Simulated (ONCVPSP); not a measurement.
**gadolinium: excitation energies, all-electron against ONCV**

Gd, optimised norm-conserving Vanderbilt (ONCV), made with ONCVPSP 4.0.1 (PBE, scalar-relativistic). Core [Kr] 4d10, reference 4f7 5s2 5p6 5d1 6s1.5 (charge +0.5). Waves: 5s+6s: rc 2.60 bohr, ncon 3, nbas 6, qcut 5.7 1/bohr, 3 projectors, debl 1.1 Ha; 5p: rc 2.35 bohr, ncon 4, nbas 7, qcut 7.4 1/bohr, 2 projectors, debl 0.6 Ha; 5d: rc 3.20 bohr, ncon 4, nbas 8, qcut 5.4 1/bohr, 2 projectors, debl 2.9 Ha; 4f: rc 1.50 bohr, ncon 4, nbas 9, qcut 13.4 1/bohr, 2 projectors, debl 2.9 Ha. Local part: polynomial inside 1.25 bohr (lpopt 5, dvloc0 -1 Ha). Core correction: Teter function, fcfact 4, rcfact 1.15.

In the p channel the program set the typed energies aside and used -1.113, 0.250 Ha.

Energies are relative to the spin-unpolarised reference configuration 4f7 5s2 5p6 5d1 6s1.5; without spin polarisation the order of configurations can differ from experiment.

```tsv
valence configuration	charge	ΔE all-electron (eV)	error AE − PS (meV)
4f7 5s2 5p6 5d1 6s2	0	-2.678	+0.5
4f7 5s2 5p6 5d1 6s1	+1	3.967	-1.3
4f7 5s2 5p5 5d1 6s2	+1	29.623	-41
```

(1) What are ΔE and the potential's error for 4f7 5s2 5p6 5d1 6s0?

Note: no bound ghost flagged; GHOST(+) flagged for s at 51.5 eV, d at 341.4 eV.

Answers

(1) ΔE = 16.067 eV all-electron; the error (AE − PS) is -6.9 meV.
